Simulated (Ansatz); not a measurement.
Si2 (SMILES [Si]=[Si]), triplet, at a GFN2-xTB geometry, with bond 2-1 at 1.4 times its length; CASSCF(4,4)/def2-SVP in Ansatz (a quantum-chemistry and plane-wave program).

The Ansatz input:
Ansatz 0.2 input:
```yaml
crystal:
  periodic: [false, false, false]
  atoms:
    - {symbol: Si, position_ang: [-0.00000000, -0.00000000, -1.08705761]}
    - {symbol: Si, position_ang: [0.00000000, 0.00000000, 1.95670370]}
basis:
  gaussian:
    orbitals: def2-SVP
hamiltonian:
  xc: hf
correlation: {active_space: {window: {electrons: 4, orbitals: 4}}}
magnetization: {spin_polarized: false, initial_magnetization: 2}
```

What the program printed (banner, timings and long lists left out):

```
Functional definition: HF
334 factors; integrals over basis functions are off by at most 8.2e-4 eV
mean field evaluation 1: about -15713.7506 eV, gradient 3.9e0 eV
mean field evaluation 2: about -15713.7510 eV, gradient 3.9e0 eV
mean field evaluation 4: about -15713.9117 eV, gradient 2.4e-1 eV
mean field evaluation 8: about -15713.9122 eV, gradient 5.7e-3 eV
mean field evaluation 16: about -15713.9122 eV, gradient 6.3e-6 eV
mean field evaluation 32: about -15714.0505 eV, gradient 3.1e-2 eV
mean field evaluation 64: about -15713.9121 eV, gradient 1.0e-1 eV
mean field evaluation 96: about -15714.4891 eV, gradient 1.5e0 eV
mean field evaluation 128: about -15713.9122 eV, gradient 6.3e-6 eV
mean field -15714.61270468 eV, -577.5013651498 hartree, gradient 9.5e-6 eV, S^2 2.000000; 16 other end points of the search recorded, 0 dependent functions left out
reference -15714.61270468 eV, -577.5013651498 hartree; 15, 13 occupied and 21, 23 virtual orbitals, 334 factors
state -15715.25274762 eV, -577.5248862940 hartree
Total energy: -15715.25274762 eV, -577.5248862940 hartree
```
